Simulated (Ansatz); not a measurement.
BiIO (the lowest singlet isomer of a short search). Charge 0, multiplicity 1. Geometry B3LYP-D4/def2-TZVP, basis def2-TZVP, Ansatz.

```xyz
3

Bi   -0.981   -0.001    0.197
O    -0.509    1.109   -1.274
I     1.490   -1.108    1.077
```

| run | HOMO (eV) | LUMO (eV) |
| --- | --- | --- |
| A | -7.60 | -3.75 |
| B | -9.65 | -1.94 |
| C | -6.61 | -4.62 |
| D | -8.81 | -2.85 |
| E | -8.55 | -3.07 |
| F | -6.38 | -4.35 |

In the def2 sets Bi, I take a core potential; there is no spin–orbit coupling. The structure comes from a short search, and lower isomers may exist.

The runs used BHLYP, CAM-B3LYP, LDA (SPW92), PBE, PBE0, ωB97M-V. Estimate which is which.

A PBE0 (25 % exact exchange); B ωB97M-V (range-separated); C LDA (SPW92) (0 % exact exchange); D CAM-B3LYP (range-separated); E BHLYP (50 % exact exchange); F PBE (0 % exact exchange). Exact exchange lowers occupied and raises empty levels; among semilocal functionals meta-GGAs tend to open the gap a little, and such runs are hard to tell apart. The gap grows from 1.99 eV (LDA (SPW92)) to 7.71 eV (ωB97M-V).
